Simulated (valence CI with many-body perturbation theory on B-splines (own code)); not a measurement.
F V: electric-dipole lines

Computed by relativistic CI+MBPT: three valence electrons over a frozen Dirac-Fock core [He], radial functions for each j: 11 s, 11 p, 10 d, 8 f, 5 g, 2 h, with the one-electron correlation potential Σ1 (screened to all orders), the two-electron term Σ2, the three-electron term Σ3, Breit, model QED; selected single and double excitations, second order for the rest, scaled by the run's own slope (own B-spline code, finite nucleus).

Against 37 measured levels this calculation errs by 112 cm⁻¹ on average and by 258 at most. These come from a selection out of Moore, Atomic Energy Levels, vol. I, NSRDS-NBS 35 (1971 reprint of NBS Circular 467, 1949), an old analysis. Levels without a partner in it may be off by more.

Lines 1 to 50 of 596 in falling wavelength, among levels below 859460 cm⁻¹, chosen from the strongest by gf and those to the six lowest levels. Wavelengths and rates use the calculated energies, so an error of 100 cm⁻¹ moves a line at 22720 Å by 2.3 % and its rate by three times that or more. Electric multipoles are in the length gauge, E1 and E2 with the static RPA response of the core. Weak lines are less certain than strong ones. Lines between different terms over intervals too small for the method are left out, as are lines whose strength nearly cancels. Where a level lies close to another of its J and parity, the split of strength between their lines is uncertain. The highest levels of a list are the least certain.

Names give the largest LS component (configuration and term), which can be under half, so a name can repeat, a term be missing and a line seem to break the LS rules; names also repeat where a configuration has a term twice. Letters in brackets count levels of one name in rising energy.

```tsv
λ vac (Å)	Upper	Lower	A (s⁻¹)	S (a.u.) with core polarisation	S without
49010	2s2 6p 2P°_3/2	2s 2p 4p 2S_1/2	1.42e+05	3.29e+01	3.29e+01
40250	2s 2p 4d 2F°_5/2	2s2 6g 2G_7/2	1.74e+05	3.36e+01	3.36e+01
37520	2s2 4f 2F°_7/2	2s2 4d 2D_5/2	1.45e+05	3.03e+01	3.03e+01
35820	2s 2p 4d 2F°_7/2	2s2 6g 2G_9/2	1.85e+05	3.35e+01	3.35e+01
29990	2s2 6d 2D_3/2	2s2 6p 2P°_3/2	4.82e+05	2.56e+01	2.56e+01
29950	2s2 6d 2D_5/2	2s2 6p 2P°_3/2	2.90e+06	2.31e+02	2.31e+02
29770	2s2 6d 2D_3/2	2s2 6p 2P°_1/2	2.46e+06	1.28e+02	1.28e+02
24400	2s 2p 4d 2F°_5/2	2s2 6d 2D_3/2	9.34e+05	4.02e+01	4.02e+01
23790	2s2 5f 2F°_7/2	2s2 5d 2D_5/2	2.33e+06	1.24e+02	1.24e+02
23760	2s2 5f 2F°_5/2	2s2 5d 2D_3/2	2.19e+06	8.68e+01	8.68e+01
23430	2s 2p 4d 4D°_7/2	2s 2p 4f 4F_9/2	3.50e+05	1.78e+01	1.78e+01
22720	2s 2p 4d 2F°_7/2	2s2 6d 2D_5/2	9.98e+05	4.62e+01	4.62e+01
18840	2s2 5d 2D_5/2	2s2 5p 2P°_3/2	4.35e+06	8.63e+01	8.63e+01
18810	2s2 6p 2P°_1/2	2s2 6s 2S_1/2	6.85e+06	4.50e+01	4.50e+01
18730	2s2 6p 2P°_3/2	2s2 6s 2S_1/2	6.92e+06	8.97e+01	8.97e+01
18700	2s2 5d 2D_3/2	2s2 5p 2P°_1/2	3.70e+06	4.77e+01	4.77e+01
12460	2s2 5p 2P°_1/2	2s2 5s 2S_1/2	1.23e+07	2.36e+01	2.36e+01
12390	2s2 5p 2P°_3/2	2s2 5s 2S_1/2	1.26e+07	4.73e+01	4.73e+01
11490	2s 2p 4f 4G_11/2	2s 2p 4d 4F°_9/2	6.13e+06	5.50e+01	5.50e+01
11480	2s 2p 4f 4G_7/2	2s 2p 4d 4F°_5/2	4.64e+06	2.77e+01	2.77e+01
11480	2s 2p 4f 4G_9/2	2s 2p 4d 4F°_7/2	5.24e+06	3.92e+01	3.92e+01
11430	2s 2p 4f 4G_5/2	2s 2p 4d 4F°_3/2	5.30e+06	2.35e+01	2.35e+01
9999	2s 2p 4d 2P°_3/2	2s 2p 4p 2S_1/2	5.78e+06	1.14e+01	1.14e+01
9728	2s 2p 4d 2P°_1/2	2s 2p 4p 2S_1/2	6.63e+06	6.03e+00	6.03e+00
9298	2p2 3p 2F°_5/2	2s 2p 4p 2D_3/2	2.43e+06	5.78e+00	5.78e+00
9218	2s 2p 4d 4D°_3/2	2s 2p 4p 4P_3/2	4.43e+06	6.86e+00	6.85e+00
9164	2s 2p 4d 4D°_5/2	2s 2p 4p 4P_3/2	6.94e+06	1.58e+01	1.58e+01
9141	2s 2p 4d 4D°_7/2	2s 2p 4p 4P_5/2	1.22e+07	3.68e+01	3.68e+01
9052	2s 2p 4d 4D°_1/2	2s 2p 4p 4P_1/2	1.05e+07	7.66e+00	7.66e+00
9029	2s 2p 4d 4D°_3/2	2s 2p 4p 4P_1/2	5.57e+06	8.09e+00	8.09e+00
8891	2s2 6f 2F°_7/2	2s 2p 4p 2D_5/2	6.98e+06	1.94e+01	1.94e+01
8661	2s2 6f 2F°_5/2	2s 2p 4p 2D_3/2	7.02e+06	1.35e+01	1.35e+01
8373	2s 2p 4d 2D°_5/2	2s 2p 4p 2P_3/2	9.40e+06	1.63e+01	1.63e+01
8290	2s 2p 4d 4P°_5/2	2s 2p 4p 4P_5/2	6.36e+06	1.07e+01	1.07e+01
8254	2s 2p 4d 2D°_3/2	2s 2p 4p 2P_1/2	1.16e+07	1.29e+01	1.29e+01
8163	2s 2p 4d 4D°_5/2	2s 2p 4p 4S_3/2	3.19e+06	5.13e+00	5.13e+00
8100	2s 2p 4d 4F°_7/2	2s 2p 4p 4D_7/2	2.70e+06	5.66e+00	5.66e+00
8059	2s 2p 4d 4P°_5/2	2s 2p 4p 2P_3/2	3.14e+06	4.86e+00	4.86e+00
8008	2s 2p 4d 4F°_5/2	2s 2p 4p 4D_5/2	5.20e+06	7.91e+00	7.91e+00
8008	2s 2p 4d 4P°_1/2	2s 2p 4p 4P_3/2	1.07e+07	5.41e+00	5.42e+00
7947	2s 2p 4d 4F°_3/2	2s 2p 4p 4D_3/2	6.45e+06	6.38e+00	6.38e+00
7902	2s 2p 4d 4F°_9/2	2s 2p 4p 4D_7/2	2.47e+07	6.01e+01	6.01e+01
7873	2s2 4d 2D_5/2	2s2 4p 2P°_3/2	2.43e+07	3.51e+01	3.51e+01
7871	2s 2p 4d 4F°_7/2	2s 2p 4p 4D_5/2	2.20e+07	4.24e+01	4.24e+01
7859	2s 2p 4d 4F°_3/2	2s 2p 4p 4D_1/2	1.80e+07	1.73e+01	1.73e+01
7856	2s 2p 4d 4F°_5/2	2s 2p 4p 4D_3/2	1.94e+07	2.79e+01	2.79e+01
7844	2s2 4d 2D_3/2	2s2 4p 2P°_1/2	2.04e+07	1.95e+01	1.95e+01
7483	2s 2p 4f 4F_3/2 [b]	2s 2p 4d 4D°_1/2	7.30e+06	6.04e+00	6.04e+00
7448	2p2 3d 4F_5/2	2s 2p 4d 4D°_3/2	7.63e+06	9.33e+00	9.33e+00
7417	2p2 3d 4F_9/2	2s 2p 4d 4D°_7/2	1.03e+07	2.07e+01	2.07e+01
```
